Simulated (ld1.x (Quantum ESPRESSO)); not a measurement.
## Which change was made? (Sb, TM)

```json
{
  "Element": "Sb (Z = 51)",
  "Generator": "ld1.x (Quantum ESPRESSO) 7.5",
  "Type": "norm-conserving Troullier–Martins (Kleinman–Bylander form)",
  "Functional": "PBE",
  "Relativity": "fully relativistic",
  "Frozen core": "[Kr] 4d10",
  "Valence charge": "5",
  "Reference configuration": "5s2 5p2.5 (charge +0.5)",
  "Partial waves": "5s (bound): rc 1.90 bohr; 5p (bound): rc 2.10 bohr; 5d channel at 0.35 Ry: rc 2.10 bohr",
  "Local potential": "all-electron potential smoothed inside 2.00 bohr (lloc = -1)",
  "Core correction": "a·sin(br)/r model core inside 1.50 bohr"
}
```

Open shells are filled in proportion to 2j + 1 (rel_dist='average').

Cutoffs, loose and tight: the cutoffs (Ry, on a coarse ladder) from which the occupation-weighted sum of valence levels, in a spherical-Bessel basis at the reference potential, stays within 10 and 1 mRy of its value at 400 Ry. They do not see the model core or the augmentation charge, which bear on the density cutoff. Test errors are all-electron minus pseudo excitation energies from the reference, over the configurations 5s2 5p3; 5s2 5p2; 5s2 5p1; 5s0 5p5; 5s1 5p0; 5s1 5p4; 5s2 5p3.3; variants that change the core or the reference have their own tests. The largest error is taken over the tests solved by every variant that gives reliable tests at all, those not shown here included: 5s0 5p5; 5s1 5p4; 5s2 5p1; 5s2 5p2; 5s2 5p3; 5s2 5p3.3.

The base gives: outcome: generated; cutoff, loose: 21 Ry; cutoff, tight: 35 Ry; bound ghosts: none; largest test error (meV): -41.

(1) After one change the result is: outcome: generated; cutoff, loose: 15 Ry; cutoff, tight: 35 Ry; bound ghosts: s, p3/2, p1/2; largest test error (meV): -49. Which change was it?
A. reference 5s2 5p3
B. local potential the d channel
C. core [Kr], valence charge 15; reference 4d10 5s1 5p4; waves now 5s (bound): rc 1.85 bohr; 5p (bound): rc 1.90 bohr; 4f channel at 0.4 Ry: rc 1.70 bohr; 4d (bound): rc 1.50 bohr; local potential the d channel; core correction Bessel-smoothed model core, default radius (core density twice the valence density)
D. type ultrasoft; waves now 5s (bound): rcut 1.65, rcutus 1.90 bohr; 5s channel at 3.2 Ry: rcut 1.65, rcutus 1.90 bohr; 5p (bound): rcut 1.85, rcutus 2.10 bohr; 5p channel at 0.65 Ry: rcut 1.85, rcutus 2.10 bohr; 5d channel at 0.35 Ry: rcut 1.85, rcutus 2.10 bohr; 5d channel at 1.2 Ry: rcut 1.85, rcutus 2.10 bohr; local potential all-electron potential smoothed inside 1.95 bohr (lloc = -2); augmentation built from norm-conserving waves at rcut, not smoothed further

Results:

(1) B. The others give: reference 5s2 5p3 → outcome: generated; cutoff, loose: 21 Ry; cutoff, tight: 35 Ry; bound ghosts: none; largest test error (meV): -96 | type ultrasoft; waves now 5s (bound): rcut 1.65, rcutus 1.90 bohr; 5s channel at 3.2 Ry: rcut 1.65, rcutus 1.90 bohr; 5p (bound): rcut 1.85, rcutus 2.10 bohr; 5p channel at 0.65 Ry: rcut 1.85, rcutus 2.10 bohr; 5d channel at 0.35 Ry: rcut 1.85, rcutus 2.10 bohr; 5d channel at 1.2 Ry: rcut 1.85, rcutus 2.10 bohr; local potential all-electron potential smoothed inside 1.95 bohr (lloc = -2); augmentation built from norm-conserving waves at rcut, not smoothed further → outcome: generated; cutoff, loose: 10 Ry; cutoff, tight: 18 Ry; bound ghosts: d5/2, d3/2; largest test error (meV): -43 | core [Kr], valence charge 15; reference 4d10 5s1 5p4; waves now 5s (bound): rc 1.85 bohr; 5p (bound): rc 1.90 bohr; 4f channel at 0.4 Ry: rc 1.70 bohr; 4d (bound): rc 1.50 bohr; local potential the d channel; core correction Bessel-smoothed model core, default radius (core density twice the valence density) → outcome: generated, misses its reference levels by 0.75 eV; cutoff, loose: 90 Ry; cutoff, tight: 140 Ry; bound ghosts: s, p3/2, p1/2; largest test error (meV): -253.
